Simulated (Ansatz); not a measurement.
F$_{2}$H$_{2}$OSi (`O[SiH](F)F`), relaxed with RKS PBE-D4/def2-SVP in Ansatz from a rough embedded geometry. The force threshold is 0.03 eV/Å; the program also tests the step.

Charge 0, multiplicity 1.

Start:

```xyz
6

O     0.016   -1.180    0.433
Si    0.049    0.237   -0.328
F     1.091    1.137    0.475
F    -1.320    0.898   -0.239
H    -0.281   -1.128    1.403
H     0.444    0.035   -1.744
```

```tsv
step	energy (eV)	largest force (eV/Å)	largest move (Å)
1	-15375.3036	4.148	0.000
2	-15375.5541	2.155	0.047
3	-15375.6509	0.414	0.054
4	-15375.6547	0.066	0.011
5	-15375.6556	0.032	0.013
6	-15375.6556	0.011	0.005
```

End:

```xyz
6

O    -0.009   -1.226    0.455
Si    0.063    0.232   -0.312
F     1.108    1.232    0.430
F    -1.371    0.996   -0.253
H    -0.263   -1.230    1.395
H     0.472   -0.004   -1.715
```

Run time 6.5 s (2 threads of a server CPU on a shared host); peak host memory 0.15 GiB.
